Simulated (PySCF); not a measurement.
Excitations are Tamm–Dancoff values on a coarser integration grid. The basis has no diffuse functions, so Rydberg states are missing or too high.

Z-matrix (Å, degrees):
```
Ga
O 1 1.7796
H 2 0.9601 1 115.32
O 1 1.7796 2 120.01 3 0.02
H 4 0.9601 1 115.32 2 179.92
O 1 1.7796 2 120.00 3 -179.97
H 6 0.9601 1 115.31 2 -0.07
```
Charge 0, multiplicity 1.

Task: Estimate the S1–T1 gap (TDA), T1 excitation (TDA) and LUMO that M06-2X/def2-TZVP run with PySCF returns for this input.

Result: 
```yaml
S1–T1 gap (TDA): 0.43 eV
T1 excitation (TDA): 6.40 eV
LUMO: -0.18 eV
```
